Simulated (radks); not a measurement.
Values are calculated unless marked as measured or tabulated.
Radial electron density D(r) = 4 pi r^2 rho(r) of an atom or ion with 64 electrons. Code: a radial shooting solver on a logarithmic mesh with Libxc functionals. Model: Dirac Kohn-Sham, BLYP, spin-unpolarised, spherical densities, point nucleus.

```
   r/bohr * D(r) (the largest magnitude, 120, reaches the edge; | marks zero)
0.0009916 | *
 0.001312 |   *
 0.001722 |    *
 0.002279 |       *
 0.003015 |           *
 0.003989 |                *
 0.005278 |                       *
 0.006928 |                              *
 0.009167 |                                     *
  0.01213 |                                         *
  0.01605 |                                         *
  0.02123 |                                       *
  0.02787 |                                     *
  0.03688 |                                        *
  0.04879 |                                                 *
  0.06456 |                                                      *
  0.08474 |                                                *
   0.1121 |                                         *
   0.1484 |                                             *
   0.1963 |                                               *
   0.2597 |                               *
   0.3409 |                     *
   0.4511 |                         *
   0.5968 |                     *
   0.7897 |           *
    1.045 |      *
    1.371 |    *
    1.815 | *
    2.401 *
    3.177 *
    4.203 *
```

What is the nuclear charge?

Answer. Z = 67. The innermost maximum, from 1s, lies near gamma/Z bohr with gamma = sqrt(1 - (Z/c)^2) = 0.872, here 0.013 bohr (found: 0.0143), and its height grows with Z. The density is that of the holmium ion Ho3+ in [Xe] 4f10; the configuration itself is not fixed sharply by these data, and Z only to a few units. D(r) has 4 maxima, at r = 0.0143, 0.0640, 0.178, 0.485 bohr, and minima at 0.0279, 0.117, 0.346 bohr, inside which lie 2.02, 11.19, 29.58 electrons.
